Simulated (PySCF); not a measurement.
**Frontier levels across methods**

C5H8Si.
SMILES with atom numbers: `[CH:1]#[C:2][SiH:3]1[CH2:4][CH2:5][CH2:6]1` (hydrogens: H7 on C1; H8 on Si3; H9, H10 on C4; H11, H12 on C5; H13, H14 on C6)

Cartesian coordinates in Å at the PBE0-D3(BJ)/def2-SVP level; atoms count from 1:
```
atom  x, y, z in Å
C1     3.2920    0.7436    0.3510
C2     2.1966    0.4193   -0.0711
Si3    0.5254   -0.0612   -0.6565
C4    -0.9641    1.0151   -0.2069
C5    -1.7062   -0.3120    0.1122
C6    -0.5077   -1.2650    0.3741
H7     4.2612    1.0287    0.7207
H8     0.6162   -0.4103   -2.1054
H9    -0.7576    1.5886    0.7110
H10   -1.4374    1.6841   -0.9387
H11   -2.4325   -0.2467    0.9393
H12   -2.2653   -0.6499   -0.7758
H13   -0.6369   -2.3169    0.0843
H14   -0.1922   -1.2283    1.4293
```

Basis pcSseg-1 throughout (PySCF), one geometry. Geometry: PBE0-D3(BJ)/def2-SVP, one conformer, isolated molecule.

Q: How do the orbital energies, the gap and the dipole change with the method?

A: 
| method | kind | HOMO (eV) | LUMO (eV) | gap (eV) | μ (D) | SCF cycles |
| --- | --- | --- | --- | --- | --- | --- |
| BLYP | GGA | -6.40 | -1.07 | 5.33 | 0.48 | 15 |
| B97-D | GGA | -6.52 | -1.12 | 5.40 | 0.49 | 14 |
| OPBE | GGA | -6.53 | -1.11 | 5.42 | 0.53 | 14 |
| PBE | GGA | -6.55 | -1.24 | 5.31 | 0.52 | 15 |
| KT2 | GGA | -6.59 | -1.29 | 5.29 | 0.50 | 15 |
| KT3 | GGA | -6.60 | -1.20 | 5.40 | 0.48 | 14 |
| BP86 | GGA | -6.65 | -1.33 | 5.33 | 0.52 | 15 |
| LDA | LDA | -6.67 | -1.46 | 5.21 | 0.53 | 15 |
| B97-2 | global hybrid | -7.51 | -0.36 | 7.16 | 0.49 | 13 |
| B3LYP | global hybrid | -7.54 | -0.52 | 7.01 | 0.48 | 14 |
| PBE0 | global hybrid | -7.76 | -0.34 | 7.42 | 0.50 | 14 |
| mPW1PW91 | global hybrid | -7.79 | -0.34 | 7.45 | 0.49 | 14 |
| BHandHLYP | global hybrid | -8.85 | 0.69 | 9.53 | 0.49 | 13 |
| CAM-B3LYP | range-separated hybrid | -9.08 | 0.79 | 9.87 | 0.47 | 13 |
| wB97X-D | range-separated hybrid | -9.60 | 1.42 | 11.03 | 0.49 | 13 |
| LC-wPBE | range-separated hybrid | -10.46 | 1.90 | 12.36 | 0.49 | 13 |
| HF | Hartree–Fock | -10.52 | 3.17 | 13.70 | 0.57 | 10 |

The HOMO spans 4.12 eV, from BLYP down to HF, and the gap runs from 5.21 eV (LDA) to 13.70 eV (HF). Over the methods BLYP (0 %), B97-D (0 %), OPBE (0 %), PBE (0 %), KT2 (0 %), KT3 (0 %), BP86 (0 %), LDA (0 %), B97-2 (21 %), B3LYP (20 %), PBE0 (25 %), mPW1PW91 (25 %), BHandHLYP (50 %), HF (100 %), a straight line through the gap against the share of exact exchange rises by 0.84 eV for each 10 % (correlation coefficient 1.000). The dipole ranges from 0.47 D (CAM-B3LYP) to 0.57 D (HF). This basis has no diffuse functions.
